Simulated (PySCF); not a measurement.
# Correlation energy of P²⁺ (phosphorus, charge +2)

[Ne] 3s1 3p2, high-spin 4P determinant (an excited configuration). Calculation: PySCF 2.14, in def2-QZVPPD (10s6p5d2f1g, 76 functions); no relativity, point nucleus. Frozen: [Ne]; 3 electrons correlated.

```json
{"level": "CCSD", "correlation energy (mhartree)": "-16.69"}
{"level": "(T)", "correlation energy (mhartree)": "-0.10"}
{"level": "CCSD(T)", "correlation energy (mhartree)": "-16.79"}
```

Diagnostics: T1 = 0.0023, D1 = 0.0054, largest double amplitude 0.054.

Cost of the coupled-cluster step: roughly 5 core-seconds, for 3 correlated electrons.
